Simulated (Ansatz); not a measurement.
A single point on `F[Si](F)(Cl)[SiH](Cl)Cl`.

```yaml
crystal:
  periodic: [false, false, false]
  atoms:
    - {symbol: F, position_ang: [-0.505564, 0.353578, -2.237056]}
    - {symbol: Si, position_ang: [-0.512823, -0.524060, -0.920788]}
    - {symbol: F, position_ang: [0.111628, -1.927060, -1.300895]}
    - {symbol: Cl, position_ang: [-2.428044, -0.800637, -0.331935]}
    - {symbol: Si, position_ang: [0.738860, 0.505805, 0.762507]}
    - {symbol: Cl, position_ang: [-0.142689, 2.300726, 1.169084]}
    - {symbol: Cl, position_ang: [0.678298, -0.709660, 2.400542]}
    - {symbol: H, position_ang: [2.152534, 0.744207, 0.402743]}
basis:
  gaussian: {orbitals: def2-TZVPP}
hamiltonian: {xc: pbe}
correlation: {method: rpa}
```

```sh
$ ansatz run in.yaml --threads 2 --pin off --events-out ev --progress --plain --backend cuda
```

It prints (some lines left out):

```
Functional definition: PBE
1740 factors; integrals over basis functions are off by at most 8.0e-4 eV
mean field evaluation 1: about -58753.1267 eV, gradient 5.0e1 eV
mean field evaluation 2: about -58753.1189 eV, gradient 5.0e1 eV
mean field evaluation 4: about -58756.6153 eV, gradient 1.2e1 eV
mean field evaluation 8: about -58756.8894 eV, gradient 4.1e-1 eV
mean field evaluation 16: about -58756.8897 eV, gradient 3.7e-5 eV
mean field -58756.88974508 eV, -2159.2758712814 hartree, gradient 5.7e-6 eV, S^2 0.000000; 0 other end points of the search recorded, 0 dependent functions left out
27 core orbitals not correlated: weight in the atoms' cores, before any rotation towards them, 1.000 or more for the frozen orbitals, at most 0.000 for the correlated occupied ones
reference -58672.90452622 eV, -2156.1894714155 hartree; 22, 22 occupied and 237, 237 virtual orbitals, 1740 factors
Total energy: -58728.35913131 eV, -2158.2273905642 hartree
```

Run time 3.3 s (2 threads of an AMD EPYC 7R13 on a shared host and a share of an NVIDIA H100 80 GB); peak host memory 1.2 GiB.
